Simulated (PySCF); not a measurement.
Cadmium: a sound run and one with changed settings

Sound run: Cd [Kr] 4d10 5s2, Cd⁺ [Kr] 4d10 5s1. All numbers are calculated (PySCF 2.14, scalar relativity by spin-free X2C-1e, in x2c-SVPall). In the sound run the correlated levels freeze [Kr]. The sound run starts from symmetry-adapted Hartree-Fock orbitals and uses a fine grid where one is needed.

Changed run: no relativity, point nucleus. This setting is unsound on purpose.

| species | method | sound run (hartree) | changed run (hartree) | converged |
| --- | --- | --- | --- | --- |
| Cd | UHF | -5590.77568 | -5361.11739 | yes |
| Cd | BP86 | -5594.08190 | -5364.42548 | yes |
| Cd | M06-L | -5593.31650 | -5363.64973 | yes |
| Cd | MP2 | -5591.10574 | -5361.43821 | yes |
| Cd⁺ | UHF | -5590.50566 | -5360.88452 | yes |
| Cd⁺ | BP86 | -5593.74156 | -5364.13741 | yes |
| Cd⁺ | M06-L | -5592.99042 | -5363.36980 | yes |
| Cd⁺ | MP2 | -5590.79574 | -5361.17012 | yes |

Ionisation energy of Cd:

```csv
method,sound run (eV),changed run (eV)
UHF,7.348,6.337
BP86,9.261,7.839
M06-L,8.873,7.617
MP2,8.436,7.295
SCS-MP2,8.452,7.330
```

Most of the change in total energy is the relativistic energy itself. On top of that the contraction fixes the core shape for the Hamiltonian it was made with, so the changed run is not a good calculation with the other Hamiltonian either.

For comparison, NIST gives 8.994 eV between the lowest levels.
